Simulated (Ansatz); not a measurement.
Steps of a relaxation of H$_{5}$PSe$_{2}$Si, SMILES `P[Se][SiH2][SeH]` with RKS PBE-D4/def2-SVP.

```sh
$ ansatz run in.yaml --threads 4 --pin off --events-out ev --progress --plain --max-ram 10444MiB
```

```yaml
crystal:
  periodic: [false, false, false]
  atoms:
    - {symbol: P, position_ang: [-1.962100, 0.761000, 1.050600]}
    - {symbol: Se, position_ang: [-0.119700, -0.330500, 1.635000]}
    - {symbol: Si, position_ang: [0.487200, -0.462600, -0.563700]}
    - {symbol: Se, position_ang: [2.582400, -1.560000, -0.697600]}
    - {symbol: H, position_ang: [-2.336700, 1.162000, 2.388800]}
    - {symbol: H, position_ang: [-1.302600, 2.061500, 0.768400]}
    - {symbol: H, position_ang: [0.699200, 0.892400, -1.098100]}
    - {symbol: H, position_ang: [-0.464300, -1.176200, -1.321000]}
    - {symbol: H, position_ang: [2.505100, -1.393800, -2.179700]}
basis:
  gaussian: {orbitals: def2-SVP}
hamiltonian: {xc: pbe, dispersion: d4}
relax: {f_tol: 0.03, max_steps: 200}
```

Positions (Å) and forces (eV/Å) along the path, 16 of 33 steps:

```xyz
9
step=1 energy=-147898.9407 eV
P    -1.962    0.761    1.051   -0.824    1.313   -0.543
Se   -0.120   -0.331    1.635    1.119   -0.709    0.573
Si    0.487   -0.463   -0.564    2.047    0.017    0.975
Se    2.582   -1.560   -0.698   -0.609    0.262    0.009
H    -2.337    1.162    2.389    0.100   -0.061   -0.043
H    -1.303    2.062    0.768   -0.436   -0.467    0.203
H     0.699    0.892   -1.098   -0.088    0.577   -0.246
H    -0.464   -1.176   -1.321   -1.367   -0.895   -1.038
H     2.505   -1.394   -2.180    0.058   -0.037    0.109
9
step=2 energy=-147899.1483 eV
P    -1.961    0.803    1.029   -0.239    0.405    0.003
Se   -0.059   -0.355    1.621    0.204    0.025    0.060
Si    0.542   -0.486   -0.595    0.461    0.157    0.455
Se    2.572   -1.589   -0.667   -0.195    0.111   -0.085
H    -2.293    1.126    2.400   -0.012   -0.087   -0.081
H    -1.412    2.145    0.818    0.037   -0.314    0.103
H     0.658    0.917   -1.112    0.055    0.090   -0.121
H    -0.501   -1.181   -1.363   -0.408   -0.325   -0.361
H     2.544   -1.426   -2.148    0.097   -0.063    0.027
9
step=3 energy=-147899.1809 eV
P    -2.006    0.830    1.050    0.139    0.162   -0.019
Se   -0.047   -0.299    1.623    0.024   -0.008   -0.053
Si    0.548   -0.476   -0.599   -0.193    0.150   -0.134
Se    2.554   -1.583   -0.680    0.162   -0.086    0.038
H    -2.345    1.110    2.426    0.029   -0.066   -0.034
H    -1.400    2.142    0.889   -0.094   -0.121    0.053
H     0.673    0.918   -1.169    0.000   -0.072   -0.001
H    -0.509   -1.203   -1.391    0.001    0.014    0.045
H     2.621   -1.486   -2.167   -0.069    0.026    0.105
9
step=4 energy=-147899.1905 eV
P    -1.990    0.830    1.037    0.112    0.058    0.056
Se   -0.031   -0.296    1.611   -0.035    0.031   -0.104
Si    0.538   -0.467   -0.615   -0.115    0.015   -0.036
Se    2.547   -1.579   -0.645    0.034   -0.015   -0.040
H    -2.327    1.078    2.419   -0.027   -0.031   -0.028
H    -1.389    2.141    0.902   -0.056   -0.019    0.041
H     0.668    0.920   -1.201    0.006   -0.056    0.002
H    -0.527   -1.199   -1.398    0.060    0.033    0.067
H     2.600   -1.475   -2.129    0.020   -0.015    0.043
9
step=7 energy=-147899.2501 eV
P    -1.889    1.041    0.985    0.043   -0.003    0.098
Se    0.098   -0.025    1.517   -0.005    0.022   -0.035
Si    0.543   -0.478   -0.698   -0.002    0.025    0.036
Se    2.537   -1.629   -0.616   -0.020   -0.010   -0.012
H    -2.502    0.743    2.258   -0.021    0.000   -0.065
H    -1.493    2.360    1.423   -0.015   -0.015   -0.005
H     0.691    0.801   -1.480    0.011   -0.019   -0.021
H    -0.571   -1.283   -1.312    0.001   -0.007    0.007
H     2.676   -1.576   -2.095    0.008    0.006   -0.003
9
step=8 energy=-147899.2700 eV
P    -1.855    1.073    0.984   -0.010   -0.005   -0.103
Se    0.197    0.145    1.486    0.051    0.006   -0.008
Si    0.545   -0.463   -0.707    0.000   -0.054    0.001
Se    2.450   -1.755   -0.618    0.024    0.002   -0.121
H    -2.517    0.609    2.172   -0.043   -0.013    0.072
H    -1.582    2.368    1.552   -0.011    0.030    0.040
H     0.769    0.730   -1.596    0.019    0.002   -0.019
H    -0.641   -1.231   -1.224   -0.026    0.030    0.018
H     2.723   -1.523   -2.067   -0.003    0.001    0.120
9
step=11 energy=-147899.2845 eV
P    -1.844    1.080    0.983   -0.050    0.066    0.140
Se    0.263    0.244    1.450   -0.034    0.016   -0.066
Si    0.538   -0.465   -0.726   -0.004   -0.005    0.012
Se    2.383   -1.842   -0.630   -0.015    0.001   -0.086
H    -2.508    0.541    2.151    0.067    0.022   -0.073
H    -1.639    2.364    1.618   -0.011   -0.091   -0.042
H     0.825    0.667   -1.679   -0.007   -0.041    0.018
H    -0.717   -1.173   -1.174    0.047    0.036    0.022
H     2.787   -1.461   -2.012    0.007   -0.004    0.074
9
step=14 energy=-147899.2956 eV
P    -1.867    1.073    1.006   -0.024    0.015    0.025
Se    0.282    0.316    1.399    0.009    0.005    0.012
Si    0.525   -0.458   -0.752    0.045   -0.024   -0.074
Se    2.306   -1.923   -0.656   -0.001    0.005   -0.041
H    -2.458    0.503    2.192    0.012    0.005   -0.003
H    -1.683    2.357    1.636   -0.004   -0.014   -0.004
H     0.862    0.623   -1.743    0.000   -0.012    0.000
H    -0.764   -1.116   -1.168    0.017    0.004    0.006
H     2.886   -1.421   -1.933   -0.055    0.015    0.079
9
step=17 energy=-147899.3010 eV
P    -1.880    1.085    1.029    0.003    0.002   -0.021
Se    0.299    0.368    1.338   -0.009    0.002    0.025
Si    0.514   -0.467   -0.795   -0.017   -0.001    0.014
Se    2.242   -1.985   -0.671    0.041    0.046   -0.095
H    -2.424    0.476    2.218    0.020   -0.003    0.011
H    -1.697    2.353    1.688   -0.006    0.008    0.000
H     0.888    0.568   -1.820    0.003    0.000   -0.004
H    -0.794   -1.098   -1.183    0.000   -0.009   -0.013
H     2.941   -1.345   -1.821   -0.034   -0.045    0.082
9
step=18 energy=-147899.3027 eV
P    -1.884    1.072    1.032   -0.018    0.005    0.020
Se    0.287    0.343    1.344    0.031   -0.018   -0.010
Si    0.502   -0.476   -0.798    0.019    0.014    0.013
Se    2.227   -2.002   -0.704    0.002   -0.008   -0.009
H    -2.406    0.501    2.250   -0.004    0.007   -0.009
H    -1.687    2.360    1.651   -0.007    0.003   -0.008
H     0.877    0.572   -1.811    0.000    0.000   -0.003
H    -0.802   -1.106   -1.196   -0.013   -0.012   -0.006
H     2.974   -1.310   -1.786   -0.010    0.009    0.013
9
step=20 energy=-147899.3044 eV
P    -1.883    1.060    1.039   -0.022    0.041    0.046
Se    0.279    0.305    1.343    0.039   -0.034   -0.021
Si    0.486   -0.496   -0.807    0.019    0.007    0.022
Se    2.203   -2.034   -0.758    0.041    0.057   -0.074
H    -2.392    0.538    2.285    0.003    0.012   -0.027
H    -1.658    2.367    1.610   -0.022   -0.021   -0.017
H     0.860    0.563   -1.809   -0.006    0.000    0.001
H    -0.818   -1.125   -1.209   -0.008   -0.012    0.002
H     3.011   -1.225   -1.712   -0.044   -0.051    0.067
9
step=23 energy=-147899.3092 eV
P    -1.854    1.091    1.028    0.034   -0.009   -0.016
Se    0.276    0.239    1.352   -0.036    0.012    0.007
Si    0.457   -0.531   -0.811    0.014   -0.001   -0.026
Se    2.191   -2.050   -0.847    0.044    0.043   -0.055
H    -2.403    0.581    2.259   -0.005   -0.005    0.014
H    -1.592    2.384    1.607    0.004    0.012    0.006
H     0.780    0.557   -1.798   -0.011   -0.010    0.005
H    -0.832   -1.200   -1.200    0.010   -0.003    0.008
H     3.066   -1.117   -1.609   -0.056   -0.039    0.058
9
step=24 energy=-147899.3105 eV
P    -1.839    1.119    1.022    0.067   -0.050   -0.078
Se    0.271    0.209    1.349   -0.038    0.051    0.053
Si    0.450   -0.553   -0.815   -0.075   -0.041   -0.053
Se    2.187   -2.067   -0.901    0.125    0.220   -0.121
H    -2.411    0.598    2.236   -0.009   -0.010    0.039
H    -1.557    2.397    1.624    0.024    0.019    0.022
H     0.738    0.547   -1.801   -0.001   -0.019    0.015
H    -0.831   -1.247   -1.189    0.030    0.007   -0.003
H     3.080   -1.050   -1.542   -0.122   -0.178    0.125
9
step=27 energy=-147899.3370 eV
P    -1.696    1.206    0.968   -0.029    0.061    0.080
Se    0.280    0.058    1.333   -0.032    0.035    0.067
Si    0.357   -0.632   -0.861   -0.003   -0.041   -0.006
Se    2.184   -1.992   -1.152   -0.022   -0.038   -0.019
H    -2.409    0.676    2.110    0.075    0.052   -0.061
H    -1.324    2.420    1.662   -0.017   -0.113   -0.023
H     0.403    0.554   -1.780    0.002    0.019   -0.031
H    -0.827   -1.491   -1.194   -0.019   -0.024   -0.020
H     3.121   -0.844   -1.103    0.045    0.049    0.013
9
step=32 energy=-147899.3458 eV
P    -1.633    1.318    0.967    0.041   -0.017   -0.032
Se    0.187   -0.077    1.310   -0.016    0.014   -0.018
Si    0.307   -0.722   -0.902   -0.054   -0.010   -0.040
Se    2.258   -1.900   -1.209   -0.009    0.113    0.032
H    -2.418    0.802    2.059   -0.017   -0.004    0.020
H    -1.140    2.419    1.758    0.017   -0.026   -0.004
H     0.220    0.497   -1.782    0.017   -0.023    0.020
H    -0.780   -1.689   -1.292    0.050    0.023    0.034
H     3.087   -0.695   -0.926   -0.030   -0.070   -0.012
9
step=33 energy=-147899.3473 eV
P    -1.621    1.320    0.962    0.005   -0.002   -0.007
Se    0.184   -0.086    1.306   -0.005    0.007    0.012
Si    0.298   -0.721   -0.906    0.005   -0.005   -0.010
Se    2.255   -1.882   -1.213   -0.002    0.007    0.000
H    -2.421    0.809    2.047   -0.001   -0.002    0.002
H    -1.118    2.409    1.761    0.005   -0.001    0.001
H     0.200    0.497   -1.782   -0.001    0.002    0.001
H    -0.775   -1.703   -1.287    0.002   -0.004    0.000
H     3.086   -0.689   -0.905   -0.008   -0.003    0.001
```

It took 3.7 min on 4 threads of a server CPU on a shared host, with 0.2 GiB of host memory at the peak.
